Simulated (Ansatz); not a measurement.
Pulling on the N2–H5 bond in aminoborane (SMILES BN) (multiplicity 1 held, fragments rigid). Energies count from the point at 1.007 Å.
Geometry at that point (charge 0, multiplicity 1):
```xyz
6

B     -0.776     0.045    -0.003
N      0.609    -0.035     0.002
H     -1.414    -0.963    -0.031
H     -1.294     1.119     0.020
H      1.210     0.773     0.025
H      1.113    -0.907    -0.016
```

Restricted levels (R-, RO-) in cc, def2 and unpolarised 6-31G sets keep to the state of the molecule at rest. Unrestricted levels (U-) break spin symmetry where that is lower. Curves can end on different states.

Cores are frozen in the correlated methods.

Programs: Ansatz (an electronic-structure program). Each number belongs to the level named beside it.

Problem. One of these levels gives 4.441 eV for the energy at R = 3.222 Å. Name it.
A. R-HF/cc-pVDZ
B. U-HF/cc-pVDZ
C. U-MP2/cc-pVDZ
D. R-SCS-MP2/cc-pVDZ

Solution. B, U-HF/cc-pVDZ. The others give 9.470 (R-HF/cc-pVDZ), 5.512 (U-MP2/cc-pVDZ), 6.187 (R-SCS-MP2/cc-pVDZ)

Doubts at one or more of the structures used: a restricted determinant that unrestricted orbitals would lower (R-HF/cc-pVDZ, R-SCS-MP2/cc-pVDZ); a spin-contaminated determinant (U-HF/cc-pVDZ, U-MP2/cc-pVDZ).
